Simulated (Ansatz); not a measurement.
C3HF, SMILES `C#C[C]F` (singlet; the order of the spin states depends on the level) (charge 0, multiplicity 1). This singlet lies 0.27 eV below the relaxed triplet at the level B3LYP/cc-pVTZ // PBE0-D3(BJ)/def2-TZVP (Ansatz, a program for electronic structure); other levels give the other order.

Cartesian coordinates (Å):
```xyz
5

C      0.7148    -0.4336     0.8350
C      0.0687    -0.0347    -0.1087
C     -0.4530     0.3102    -1.3753
F     -1.5988     0.9351    -1.2406
H      1.2683    -0.7770     1.6789
```
Charge 0, spin multiplicity 1.

Frozen-core energies in 6-31g from Ansatz at a geometry from PBE0-D3(BJ)/def2-TZVP; the HF reference has <S^2> = 0.00 (restricted, and unstable towards unrestricted orbitals) and the T1 diagnostic is 0.020.

```tsv
level	energy (Ha)	difference from CCSDT(Q) (mHa)
HF	-213.36200	402.03
MP2	-213.72789	36.15
CCSD	-213.74772	16.31
CCSD(T)	-213.76144	2.59
CCSDT	-213.76227	1.77
CCSDT(Q)	-213.76403	0.00
```
